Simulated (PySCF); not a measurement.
CH2FNO2Si, SMILES N#CO[Si@@H](O)F. Coordinates come from a PBE-D3(BJ)/def2-SVP optimisation. The structure was generated by enumeration; whether it is a known compound was not checked. The values are those of a single conformer.

Task: Give the equilibrium geometry at PBE-D3(BJ)/def2-SVP (PySCF confirms it by a frequency run) as bond lengths and angles. (An estimate is asked for; the answer gives what the named calculation found.)

Result: One answer among several that fit: 
Atoms: N1 C2 O3 Si4 O5 F6 H7 H8. Bonded distances (Å): N1–C2 1.177, C2–O3 1.293, O3–Si4 1.718, Si4–O5 1.638, Si4–F6 1.621, Si4–H7 1.477, O5–H8 0.974. Angles (°): N1–C2–O3 177.6, C2–O3–Si4 126.3, O3–Si4–O5 106.4, O3–Si4–F6 105.0, O3–Si4–H7 110.9, O5–Si4–F6 113.4, O5–Si4–H7 109.9, F6–Si4–H7 111.0, Si4–O5–H8 118.9.
Charge 0, spin multiplicity 1.
